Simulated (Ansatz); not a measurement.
Total energies of (HMg-mu-Cl)2 (Mg2H2Cl2) from Ansatz at PBE-D4/def2-TZVPD, gas phase (1 Eh = 27.2114 eV = 2625.5 kJ/mol). The reference geometry is relaxed at PBE0-D4/def2-SVP.

```csv
state,geometry,energy (Eh)
charge 0 singlet,reference,-1321.32656
charge -1 doublet,reference,-1321.32696
charge -1 doublet,relaxed at PBE0-D4/def2-SVPD,-1321.35629
free Mg atom (singlet),–,-199.94298
free H atom (doublet),–,-0.49962
free Cl atom (doublet),–,-459.95933
```

Question: Work out the vertical electron affinity, to the doublet.

Answer: E(charge 0 singlet) − E(charge -1 doublet) = -1321.32656 − (-1321.32696) = 0.00040 Eh = 0.01 eV; so near zero that its sign isn't settled.

Question: How much does the charge -1 doublet relax, and what is the adiabatic electron affinity?

Answer: Relaxation: -1321.32696 − (-1321.35629) = 0.02933 Eh = 0.80 eV. Adiabatic electron affinity: 0.02973 Eh = 0.81 eV, without zero-point energy. 

Question: What is the binding energy per atom against free atoms?

Answer: Atoms: 2 × (-199.94298) + 2 × (-0.49962) + 2 × (-459.95933) = -1320.80386 Eh. Binding: -1320.80386 − (-1321.32656) = 0.52270 Eh = 14.22 eV, or 2.37 eV for each of 6 atoms (no zero-point energy, no counterpoise term).

At PBE-D4/def2-TZVPD the highest occupied level of the charge -1 doublet lies above zero (up to 1.68 eV). Energy differences put its binding near zero (0.01 eV; vertical, to the charge 0 singlet, at PBE-D4/def2-TZVPD), which leaves it undecided. At PBE-D4/def2-TZVPD the highest occupied level of the relaxed charge -1 doublet lies above zero (up to 0.47 eV). By energy differences its removal costs 0.81 eV (each at its own geometry, to the charge 0 singlet, at PBE-D4/def2-TZVPD); the vertical value is larger still, so the positive level points to self-interaction error.
